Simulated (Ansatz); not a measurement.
A search over several starts for the lowest SCF solution of Pb₂O⁺ at the given spin, in a small basis.

```yaml
crystal:
  periodic: [false, false, false]
  atoms:
    - {symbol: Pb, position_ang: [0.947817, -1.372688, 0.456356]}
    - {symbol: Pb, position_ang: [-1.344021, 1.063493, 0.231680]}
    - {symbol: O, position_ang: [0.396194, 0.309195, -0.688027]}
basis:
  gaussian: {orbitals: def2-SVP, initial_orbitals: start.molden}
total_charge: 1
magnetization: {spin_polarized: true, initial_magnetization: 1}
hamiltonian: {xc: pbe0, dispersion: d4}
output: {orbitals: {seedname: orbitals}}
```

The file start.molden holds the orbitals of an earlier run on this structure, at another level or in another basis.

```sh
$ ansatz run in.yaml --threads 4 --pin off --events-out ev --progress --plain --max-ram 3916MiB
```

Output, abridged:

```
Functional definition: PBE0
820 factors; integrals over basis functions are off by at most 3.1e-4 eV
mean field evaluation 1: about -12533.5847 eV, gradient 2.7e1 eV
mean field evaluation 2: about -12533.8419 eV, gradient 4.4e-1 eV
mean field evaluation 4: about -12533.8877 eV, gradient 7.8e-3 eV
mean field evaluation 8: about -12506.9474 eV, gradient 7.8e1 eV
mean field evaluation 16: about -12533.8876 eV, gradient 3.1e-2 eV
mean field -12533.88768985 eV, -460.6118768277 hartree, gradient 5.2e-5 eV, S^2 0.752543; 1 other end points of the search recorded, 0 dependent functions left out
reference -12533.88771629 eV, -460.6118777993 hartree; 26, 25 occupied and 40, 41 virtual orbitals, 820 factors
Total energy: -12533.96602775 eV, -460.6147556924 hartree
```

It took 1.7 s on 4 threads of Arm Neoverse V1 on a shared host.

In the def2 sets Pb takes a core potential; there is no spin–orbit coupling. The structure comes from a short search, and lower isomers may exist.
